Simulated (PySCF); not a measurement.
Species: C₆H₁₁NO (charge +1 and doublet state).
Geometry (GFN2-xTB, Å), atoms numbered from 1 in this order:
```xyz
19
C6H11NO angstrom
C     -1.7793   -1.0984   -1.2149
C     -1.5032   -0.1060   -0.3842
C     -0.1175    0.2747    0.1238
C     -0.0232   -0.4608    1.4492
C      0.0332    1.7853    0.2845
N      0.9106   -0.2099   -0.8015
C      2.1123   -0.5926   -0.3961
O      2.4795   -0.7465    0.7536
H     -2.7803   -1.2316   -1.5946
H     -1.0476   -1.8070   -1.5698
H     -2.2836    0.5118    0.0367
H     -0.3701   -1.4919    1.3981
H      1.0831   -0.5203    1.6676
H     -0.5067    0.0695    2.2653
H      1.0132    2.0257    0.6919
H     -0.0706    2.2869   -0.6751
H     -0.7209    2.1790    0.9595
H      0.7389   -0.0587   -1.7859
H      2.8225   -0.7999   -1.2156
```

The hyperfine couplings belong to this conformer and change with its torsions.

Identity: `[CH2+][CH]C(C)(C)NC=O` [radical] (charge +1).

Computed, not measured: UKS B3LYP, pcH-1 on C H N O, non-relativistic, mean-field spin-orbit, GIAO in PySCF. One conformer (not necessarily the lowest) at the GFN2-xTB geometry, without solvent, vibrations or thermal averaging. A GFN2-xTB geometry isn't a minimum of the functional, and hyperfine couplings can be far from their values at a DFT geometry, by a factor of two or more for some ions and for spin on atoms past the first row. The SCF solution wasn't tested for stability.

Principal values of hyperfine tensors in MHz (contact and dipolar terms together), for some of the nuclei:

```tsv
atom	isotope	A1	A2	A3
H13	1H	181.20	187.40	248.50
H19	1H	143.76	146.37	155.28
O8	17O	-181.35	28.87	38.31
C7	13C	-40.03	-33.84	-25.46
H12	1H	0.81	7.77	22.46
N6	14N	7.59	9.24	14.04
C1	13C	-6.68	-5.72	40.02
H11	1H	2.70	7.06	14.01
```

**Question.** Give the isotropic coupling of each nucleus in MHz and in mT (g = 2.0043), and the anisotropic part.

**Answer.** a_iso = (A1 + A2 + A3)/3, Ti = Ai − a_iso; 1 mT corresponds to 28.053 MHz.

| atom | a_iso (MHz) | a_iso (mT) | T1 | T2 | T3 |
| --- | --- | --- | --- | --- | --- |
| H13 | 205.70 | 7.333 | -24.50 | -18.30 | 42.80 |
| H19 | 148.47 | 5.293 | -4.71 | -2.10 | 6.81 |
| O8 | -38.05 | -1.357 | -143.30 | 66.93 | 76.37 |
| C7 | -33.11 | -1.180 | -6.92 | -0.73 | 7.65 |
| H12 | 10.35 | 0.369 | -9.54 | -2.58 | 12.12 |
| N6 | 10.29 | 0.367 | -2.70 | -1.05 | 3.75 |
| C1 | 9.21 | 0.328 | -15.89 | -14.92 | 30.81 |
| H11 | 7.92 | 0.282 | -5.23 | -0.86 | 6.09 |

**Question.** What spin density at the nucleus of H13 lies behind its contact coupling (g_N = 5.58569)?

**Answer.** a_FC = (2μ0/3) gₑ μB g_N μN ρ(0)/(2S·h) = 800.24 MHz × g_N × ρ(0)/(2S), with ρ in bohr⁻³. With a_FC = 205.70 MHz and 2S = 1, ρ(0) = 0.04602 bohr⁻³. In magnitude that is 14.5 % of the 1/π = 0.318 of a free hydrogen atom.

**Question.** C2 (13C, g_N = 1.40482) isn't in the table. Its spin density at the nucleus is 0.01355 bohr⁻³. What is its contact coupling?

**Answer.** By the same relation, a_FC = 15.23 MHz. Its full tensor has the principal values 1.43, 6.95, 37.31 MHz.

**Question.** Name the largest traceless tensor T of the table and describe it.

**Answer.** O8: -143.3, 66.9, 76.4 MHz, nearly axial, close to the ratio +1:+1:−2, the form that spin in one p orbital centred on that nucleus gives (the nuclear moment is negative).

**Question.** In a single crystal, with the field along each principal axis of the tensor of H13 in turn, what first-order splitting does this nucleus give (isotropic g, quadrupole terms neglected)?

**Answer.** 2 lines (I = 1/2), spaced by |A_i|/(g × 13.996): 6.46, 6.68, 8.86 mT along the axes of A1, A2 and A3.

Hardware: one thread, Arm Neoverse V1 (aarch64), shared host with 32 logical CPUs at a one-minute load of 15. Cost: 1.7 min (with the writing of density and orbital grids), 1.1 GiB resident at most.

The SMILES draws the unpaired electron on C2; the largest computed Mulliken spin population is on O8 (0.44 against 0.08).
